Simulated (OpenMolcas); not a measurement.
## 2s2 2p3 along the 7-electron sequence

```json
{"Program": "OpenMolcas 26.06", "Method": "CASSCF", "Basis": "ANO-R2", "Scalar Hamiltonian": "X2C, finite nucleus", "Spin-orbit coupling": "state interaction with AMFI integrals over the reference wave functions, term energies averaged over their components"}
```

Active space for each ion: 3 electrons in 3 orbitals (2p).

Computed levels in cm-1 above 4S* 3/2:

| Level | O+ | F2+ | Ne3+ |
| --- | --- | --- | --- |
| 2D* 3/2 | 30579 | 37876 | 45077 |
| 2D* 5/2 | 30581 | 37882 | 45096 |
| 2P* 1/2 | 50641 | 62825 | 74852 |
| 2P* 3/2 | 50643 | 62834 | 74877 |
| weight of 4S* in the lowest level (%) | 100 | 100 | 100 |

Measured, with the error of the calculation in %. Measured levels: O+ from NIST Handbook of Basic Atomic Spectroscopic Data.

```json
{"Level": "2D* 3/2", "O+": "26831 (+14.0)"}
{"Level": "2D* 5/2", "O+": "26811 (+14.1)"}
{"Level": "2P* 1/2", "O+": "40470 (+25.1)"}
{"Level": "2P* 3/2", "O+": "40468 (+25.1)"}
```

2D* 3/2 changes by a factor of 1.47 over the same range, with steps per unit of Z of +7300, +7200 cm-1.

With the s shell closed, the reference lacks s² → p² mixing. Without dynamic correlation excited terms often stand tens of per cent too high (terms of higher spin than the ground term too low), and those without a measured partner can miss by more than the paired ones (holds for O+). Measured partners are found by configuration, term and J. A level has none where our copy of the source lacks it or the pairing is in doubt (some pairs that miss far off the trend of their configuration count as doubtful), and it then counts in no deviation. Levels of configurations outside the active space are missing.

* marks odd parity.
